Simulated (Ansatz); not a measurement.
Program: Ansatz. Geometries: PBE0-D4/def2-TZVP. ΔE: electronic, gas phase. CCSD(T)/CBS adds triple-zeta CCSD(T) − MP2 to the extrapolated MP2 energy (def2 sets, frozen cores). This one scheme is used for every species. Functionals use def2-TZVPP. def2 core potentials past Kr. For Mo outer-core shells are correlated without core-valence functions, which leaves a few kJ/mol of doubt a bond. One conformer a species, not always the lowest.

Consider the ligand exchange at a Mo–F bond: `[F][Mo]([F])(=[S])([Cl])[Cl]` + CH₃OH → `C[O][Mo]([F])(=[S])([Cl])[Cl]` + H–F.

Is it downhill or uphill in electronic energy at CCSD(T)/CBS, and by how much? (Estimate.)

Ansatz gave: Downhill: ΔE = -20.7 kJ/mol.

What do these levels give: PBE-QIDH, PBE, BLYP, CAM-B3LYP, MP2/def2-TZVPP, MP2/def2-QZVPP? (Estimate.)

The calculation gave: PBE-QIDH -16.6, PBE -0.1, BLYP 6.6, CAM-B3LYP 2.8, MP2/def2-TZVPP -31.9, MP2/def2-QZVPP -31.6 kJ/mol.

Largest T1 diagnostic among the species: 0.024, so the coupled-cluster value is less sure than usual.

From BLYP to BHLYP (50 % exact exchange), in def2-TZVPP and without D4, ΔE moves by −5.3 kJ/mol. The D4 term adds −11.8 kJ/mol with B3LYP and −6.8 kJ/mol with PBE0; it sums over pairs of atoms, weighted by their polarisabilities, and B3LYP, whose exchange is more repulsive, gets the larger term.

B3LYP here is the variant with VWN-RPA as its local correlation; programs differ in this.
